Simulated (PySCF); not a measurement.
Delta-SCF ions had no search for a lower state. Excitations are Tamm–Dancoff values on a coarser integration grid. The basis has no diffuse functions, so Rydberg states are missing or too high.

Z-matrix (Å, degrees):
```
B
H 1 1.2042
C 1 1.5576 2 118.37
H 3 1.0929 1 115.15 2 -164.35
H 3 1.0931 4 109.89 1 -130.50
H 3 1.1025 4 106.57 5 -113.09
C 1 1.5577 2 118.37 3 -179.99
H 7 1.0929 1 115.15 2 -164.45
H 7 1.0931 8 109.89 1 -130.49
H 7 1.1025 8 106.58 9 -113.08
```
Charge 0, multiplicity 1.

Problem. Give the HOMO–LUMO gap, T1 excitation (TDA), LUMO, S1 oscillator strength, total energy, vertical ionisation energy (Delta-SCF), S1–T1 gap (TDA) and dipole moment at the level r2SCAN-D4/def2-TZVP (PySCF 2.14.0).

Solution. 
```
Quantity                                      Result
--------------------------------------  ------------
HOMO–LUMO gap                                6.38 eV
T1 excitation (TDA)                          5.61 eV
LUMO                                        -1.17 eV
S1 oscillator strength                         0.002
total energy                            -105.2353 Ha
vertical ionisation energy (Delta-SCF)      10.83 eV
S1–T1 gap (TDA)                              0.77 eV
dipole moment                                 0.47 D
```
